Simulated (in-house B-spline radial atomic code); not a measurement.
Inner levels of tin as electrons are removed. A shift is the extra binding of the orbital against the neutral atom ([Kr] 4d10 5s2 5p2). Computed with an all-electron radial atomic-structure program (B-spline basis): non-relativistic Hartree-Fock, average of the configuration, point nuclei.

This level leaves out relativity, spin-orbit splitting included, which matters for heavy ions.

```csv
ion,configuration,shift of 3s (eV),shift of 2p (eV),shift of 3p (eV),radius of 3s (bohr),radius of 2p (bohr),radius of 3p (bohr),Σ<r²> (bohr²),change of density at nucleus (bohr⁻³)
Sn16+,[Ar] 3d10 4s2 4p4,385.5,403.41,385.73,0.34757,0.11206,0.33908,6.4222,103.95
Sn17+,[Ar] 3d10 4s2 4p3,421.28,442.26,421.43,0.34714,0.11204,0.33865,5.6493,122.07
Sn18+,[Ar] 3d10 4s2 4p2,457.79,482.03,457.85,0.34669,0.11203,0.33818,4.9102,140.86
Sn19+,[Ar] 3d10 4s2 4p1,?,?,?,?,?,?,?,?
Sn20+,[Ar] 3d10 4s2,532.92,564.3,532.8,0.34571,0.11199,0.33717,3.525,180.43
Sn21+,[Ar] 3d10 4s1,570.87,606.71,571.7,0.34581,0.11197,0.3366,2.8927,-23.227
Sn22+,[Ar] 3d10,?,?,?,?,?,?,?,?
Sn23+,[Ar] 3d9,675.15,735.83,677.13,0.3428,0.11184,0.33291,2.1256,-197.73
Sn24+,[Ar] 3d8,742.05,823.91,744.3,0.34012,0.11174,0.32986,1.9756,-156.05
Sn25+,[Ar] 3d7,810.14,914.14,812.72,0.33747,0.11162,0.32684,1.8333,-112.74
Sn26+,[Ar] 3d6,879.39,1006.52,882.4,0.33483,0.1115,0.32386,1.6981,-67.827
Sn27+,[Ar] 3d5,949.79,1101.02,953.32,0.33222,0.11137,0.32092,1.5695,-21.294
Sn28+,[Ar] 3d4,1021.35,1197.64,1025.48,0.32963,0.11123,0.31802,1.4472,26.86
Sn29+,[Ar] 3d3,?,?,?,?,?,?,?,?
Sn30+,[Ar] 3d2,1167.87,1397.14,1173.5,0.32453,0.11094,0.31233,1.2195,128.04
Sn31+,[Ar] 3d1,1242.81,1500,1249.34,0.32202,0.11078,0.30955,1.1134,181.07
Sn32+,[Ne] 3s2 3p6,1318.88,1604.91,1326.39,0.31953,0.11062,0.30681,1.0122,235.73
Sn33+,[Ne] 3s2 3p5,1386.81,1702.52,1401.28,0.31766,0.1106,0.30435,0.89253,296.35
Sn34+,[Ne] 3s2 3p4,1455.48,1801.49,1477.03,0.3158,0.11045,0.30206,0.77639,358.3
Sn35+,[Ne] 3s2 3p3,1524.88,1901.81,1553.63,0.31397,0.1103,0.29981,0.66364,421.61
```

(1) Fill in the row of Sn19+.

(2) Fill in the row of Sn22+.

(3) Fill in the row of Sn29+.

Results:

(1) shift of 3s (eV): 495; shift of 2p (eV): 522.71; shift of 3p (eV): 494.97; radius of 3s (bohr): 0.34621; radius of 2p (bohr): 0.11201; radius of 3p (bohr): 0.33769; Σ<r²> (bohr²): 4.2028; change of density at nucleus (bohr⁻³): 160.31.

(2) shift of 3s (eV): 609.43; shift of 2p (eV): 649.93; shift of 3p (eV): 611.24; radius of 3s (bohr): 0.34549; radius of 2p (bohr): 0.11194; radius of 3p (bohr): 0.336; Σ<r²> (bohr²): 2.2839; change of density at nucleus (bohr⁻³): -237.81.

(3) shift of 3s (eV): 1094.04; shift of 2p (eV): 1296.35; shift of 3p (eV): 1098.88; radius of 3s (bohr): 0.32707; radius of 2p (bohr): 0.11109; radius of 3p (bohr): 0.31516; Σ<r²> (bohr²): 1.3306; change of density at nucleus (bohr⁻³): 76.637.
